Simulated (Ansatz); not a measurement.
```yaml
crystal:
  periodic: [true, true, true]
  atoms:
    - {symbol: B, position_ang: [-1.592612, -0.144310, 1.646435]}
    - {symbol: C, position_ang: [-1.143941, 0.254348, 0.130739]}
    - {symbol: Al, position_ang: [0.251299, -1.548586, 0.895993]}
    - {symbol: Ge, position_ang: [1.017744, 0.672511, -0.301342]}
    - {symbol: N, position_ang: [1.341900, 0.779688, -2.339144]}
    - {symbol: H, position_ang: [-0.519263, -0.615006, 2.504462]}
    - {symbol: H, position_ang: [-2.763398, -0.216647, 2.278949]}
    - {symbol: H, position_ang: [-1.970126, 0.473079, -0.735701]}
    - {symbol: H, position_ang: [0.210205, -3.308912, 1.060203]}
    - {symbol: H, position_ang: [1.510902, 2.185695, 0.352044]}
    - {symbol: H, position_ang: [2.073215, 1.593151, -2.628692]}
    - {symbol: H, position_ang: [1.670426, -0.186723, -2.825643]}
basis:
  gaussian: {orbitals: aug-cc-pVDZ, point_charges: [{charge: 2.00, position_ang: [5.629, -0.130, 0.817]}]}
hamiltonian: {xc: {name: HSE06}, dispersion: d3bjatm}
```

```sh
$ ansatz run in.yaml --threads 4 --pin off --events-out ev --progress --plain --max-ram 10444MiB
```

(1) How does Ansatz answer? (Estimate.)

Answers

(1) Ansatz gave: The input was rejected before any iteration.
```
Error: YAML parse error: error: line 2 column 3: crystal: missing field `lattice` (a structure is typed as `lattice` and `atoms`, a molecule's as `atoms` in Å alone, or read from a run's directory, `checkpoint`)
 --> <input>:2:3
1 | crystal:
2 |   periodic: [true, true, true]
3 |   atoms:
4 |     - {symbol: B, position_ang: [-1.592612, -0.144310, 1.646435]}
```

HSE06 is defined as in plane-wave codes.
